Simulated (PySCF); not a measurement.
Can point charges reproduce the dipole moment of `[C@H]1(C[C@@H](C1)[SiH2][SiH2][SiH3])C#N`?

Coordinates (GFN2-xTB, Å) and charges (e) from the PBE0/pcSseg-1 density (PySCF):

```json
{"atom": "N1", "x": "-2.958", "y": "0.997", "z": "2.232", "Mulliken": "-0.2523", "IAO": "-0.2561", "Hirshfeld": "-0.2322", "ESP-fitted": "-0.4424"}
{"atom": "C2", "x": "-2.923", "y": "0.444", "z": "1.231", "Mulliken": "+0.1430", "IAO": "+0.1373", "Hirshfeld": "+0.0852", "ESP-fitted": "+0.2132"}
{"atom": "C3", "x": "-2.853", "y": "-0.246", "z": "-0.024", "Mulliken": "-0.3383", "IAO": "-0.1538", "Hirshfeld": "-0.0023", "ESP-fitted": "+0.3044"}
{"atom": "C4", "x": "-2.281", "y": "0.618", "z": "-1.167", "Mulliken": "-0.0711", "IAO": "-0.2458", "Hirshfeld": "-0.0568", "ESP-fitted": "-0.5001"}
{"atom": "C5", "x": "-0.956", "y": "-0.162", "z": "-1.078", "Mulliken": "-0.5405", "IAO": "-0.3680", "Hirshfeld": "-0.1096", "ESP-fitted": "+0.2744"}
{"atom": "Si6", "x": "0.493", "y": "0.798", "z": "-0.288", "Mulliken": "+0.3697", "IAO": "+0.4520", "Hirshfeld": "+0.2426", "ESP-fitted": "+0.0596"}
{"atom": "Si7", "x": "2.182", "y": "-0.664", "z": "0.342", "Mulliken": "-0.0601", "IAO": "+0.1196", "Hirshfeld": "+0.1478", "ESP-fitted": "+0.1106"}
{"atom": "Si8", "x": "4.263", "y": "0.283", "z": "0.681", "Mulliken": "+0.2239", "IAO": "+0.3058", "Hirshfeld": "+0.2170", "ESP-fitted": "+0.2563"}
{"atom": "C9", "x": "-1.627", "y": "-1.176", "z": "-0.135", "Mulliken": "-0.0909", "IAO": "-0.2484", "Hirshfeld": "-0.0602", "ESP-fitted": "-0.4591"}
{"atom": "H10", "x": "-3.822", "y": "-0.712", "z": "-0.223", "Mulliken": "+0.1655", "IAO": "+0.1729", "Hirshfeld": "+0.0629", "ESP-fitted": "+0.0381"}
{"atom": "H11", "x": "-2.224", "y": "1.685", "z": "-0.955", "Mulliken": "+0.1449", "IAO": "+0.1444", "Hirshfeld": "+0.0444", "ESP-fitted": "+0.1542"}
{"atom": "H12", "x": "-2.818", "y": "0.475", "z": "-2.104", "Mulliken": "+0.1324", "IAO": "+0.1490", "Hirshfeld": "+0.0498", "ESP-fitted": "+0.1462"}
{"atom": "H13", "x": "-0.651", "y": "-0.601", "z": "-2.030", "Mulliken": "+0.1489", "IAO": "+0.1447", "Hirshfeld": "+0.0382", "ESP-fitted": "+0.0100"}
{"atom": "H14", "x": "0.897", "y": "1.792", "z": "-1.295", "Mulliken": "-0.0444", "IAO": "-0.1040", "Hirshfeld": "-0.0793", "ESP-fitted": "-0.0713"}
{"atom": "H15", "x": "-0.076", "y": "1.556", "z": "0.832", "Mulliken": "-0.0091", "IAO": "-0.0911", "Hirshfeld": "-0.0718", "ESP-fitted": "-0.0011"}
{"atom": "H16", "x": "1.768", "y": "-1.387", "z": "1.557", "Mulliken": "-0.0183", "IAO": "-0.0797", "Hirshfeld": "-0.0722", "ESP-fitted": "-0.0584"}
{"atom": "H17", "x": "2.281", "y": "-1.747", "z": "-0.655", "Mulliken": "-0.0219", "IAO": "-0.0824", "Hirshfeld": "-0.0748", "ESP-fitted": "-0.0753"}
{"atom": "H18", "x": "4.277", "y": "1.150", "z": "1.861", "Mulliken": "-0.0538", "IAO": "-0.0953", "Hirshfeld": "-0.0727", "ESP-fitted": "-0.0774"}
{"atom": "H19", "x": "4.662", "y": "1.115", "z": "-0.457", "Mulliken": "-0.0589", "IAO": "-0.0986", "Hirshfeld": "-0.0750", "ESP-fitted": "-0.0795"}
{"atom": "H20", "x": "5.336", "y": "-0.695", "z": "0.874", "Mulliken": "-0.0520", "IAO": "-0.0920", "Hirshfeld": "-0.0705", "ESP-fitted": "-0.0764"}
{"atom": "H21", "x": "-1.869", "y": "-2.127", "z": "-0.608", "Mulliken": "+0.1329", "IAO": "+0.1488", "Hirshfeld": "+0.0489", "ESP-fitted": "+0.1324"}
{"atom": "H22", "x": "-1.113", "y": "-1.376", "z": "0.805", "Mulliken": "+0.1503", "IAO": "+0.1407", "Hirshfeld": "+0.0408", "ESP-fitted": "+0.1417"}
```

Problem. What dipole does each set of charges give (1 e·Å = 4.803 D), and what does the density give?

Solution. The full density gives (0.18, -1.99, -3.68) D, 4.18 D in size; dipole vectors point from the negative to the positive end.

```csv
scheme,μx,μy,μz,size (D),share of the full size (%),angle to the full dipole (°)
Mulliken,1.84,-0.32,-2.28,2.94,70,41
IAO,0.94,-1.08,-2.63,2.99,72,17
Hirshfeld,0.49,-1.22,-2.45,2.78,67,8
ESP-fitted,0.22,-1.97,-3.66,4.16,100,0
```

Problem. Which set comes closest?

Solution. Length of the difference vector: ESP-fitted 0.04 D, Hirshfeld 1.48 D, IAO 1.58 D, Mulliken 2.73 D. Closest: ESP-fitted. 

Problem. What is left for the Hirshfeld atoms' own dipoles?

Solution. The shares of the density sum to the whole, so what Σ q r misses lies in dipoles about the nuclei. The atomic dipoles sum to (0.18, -1.99, -3.68) − (0.49, -1.22, -2.45) = (-0.31, -0.77, -1.23) D, 1.48 D in size.

Problem. With the origin at the mean of the coordinates, (0.000, 0.001, -0.027) Å, which are the largest single terms, by size, of the IAO dipole along the direction of the full one?

Solution. N1 +3.18, C5 -1.70, H13 +1.40, H12 +1.06, H21 +1.03 D; all 22 atoms together +2.86 D. The single terms depend on the origin, their sum doesn't.

Problem. Give the size of the full dipole in other units.

Solution. 4.18 D = 1.646 au = 0.871 e·Å = 13.95 × 10⁻³⁰ C·m.

One conformer (not necessarily the lowest) at the GFN2-xTB geometry, without solvent, vibrations or thermal averaging.

The values belong to the conformer `[N:1]#[C:2][C@H:3]1[CH2:4][C@@H:5]([SiH2:6][SiH2:7][SiH3:8])[CH2:9]1`: C4–C5–Si6–Si7 163°, C5–Si6–Si7–Si8 161°.
